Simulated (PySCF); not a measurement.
Isomers of C6H7N3O, mass 137.059 u with the commonest isotopes. The calculation used PBE0-D3(BJ)/def2-SVP geometry optimisation, gas phase in PySCF 2.14.0. One conformer each, none proved a minimum here; rigid rotors.

Task: Order these by out-of-plane moment Σ m c² = (Ia + Ib − Ic)/2, smallest first.
A. `[CH3:1][c:2]1[n:3][n:4][c:5]([CH:6]=[O:7])[c:8]([CH3:9])[n:10]1` with N4–C5–C6–O7 180°
B. `[CH2:1]=[CH:2][n:3]1[n:4][n:5][cH:6][c:7]1[C:8]([CH3:9])=[O:10]` with C1–C2–N3–N4 -1°, C6–C7–C8–C9 0°
C. `[CH:1]#[C:2][CH2:3][n:4]1[n:5][cH:6][c:7]([O:8][CH3:9])[n:10]1` with C2–C3–N4–N5 -96°, C6–C7–O8–C9 179°

Result: B (1.59 u·Å²), A (3.12 u·Å²), C (39.25 u·Å²).

Task: Order these by rotational constant A, largest first.
A. `[CH2:1]=[CH:2][n:3]1[n:4][n:5][cH:6][c:7]1[C:8]([CH3:9])=[O:10]` with C1–C2–N3–N4 -1°, C6–C7–C8–C9 0°
B. `[CH3:1][c:2]1[n:3][n:4][c:5]([CH:6]=[O:7])[c:8]([CH3:9])[n:10]1` with N4–C5–C6–O7 180°
C. `[CH:1]#[C:2][CH2:3][n:4]1[n:5][cH:6][c:7]([O:8][CH3:9])[n:10]1` with C2–C3–N4–N5 -96°, C6–C7–O8–C9 179°

Result: B (3001 MHz), C (2663 MHz), A (2100 MHz).

Task: Order these by dipole moment, largest first.
A. `[CH2:1]=[CH:2][n:3]1[n:4][n:5][cH:6][c:7]1[C:8]([CH3:9])=[O:10]` with C1–C2–N3–N4 -1°, C6–C7–C8–C9 0°
B. `[CH3:1][c:2]1[n:3][n:4][c:5]([CH:6]=[O:7])[c:8]([CH3:9])[n:10]1` with N4–C5–C6–O7 180°
C. `[CH:1]#[C:2][CH2:3][n:4]1[n:5][cH:6][c:7]([O:8][CH3:9])[n:10]1` with C2–C3–N4–N5 -96°, C6–C7–O8–C9 179°

Result: A (2.42 D), B (2.19 D), C (1.48 D).

```json
{"SMILES": "Cc1nnc(C=O)c(C)n1", "point group": "near Cs", "Ia (u·Å²)": "168.40", "Ib (u·Å²)": "503.96", "Ic (u·Å²)": "666.12", "κ": "-0.78", "μa (D)": "1.30", "μb (D)": "1.77", "μc (D)": "0.06"}
{"SMILES": "C=Cn1nncc1C(C)=O", "point group": "Cs", "Ia (u·Å²)": "240.63", "Ib (u·Å²)": "407.95", "Ic (u·Å²)": "645.40", "κ": "-0.31", "μa (D)": "2.35", "μb (D)": "0.60", "μc (D)": "0.00"}
{"SMILES": "C#CCn1ncc(OC)n1", "point group": "C1", "Ia (u·Å²)": "189.81", "Ib (u·Å²)": "599.95", "Ic (u·Å²)": "711.27", "κ": "-0.86", "μa (D)": "0.16", "μb (D)": "1.29", "μc (D)": "0.69"}
```
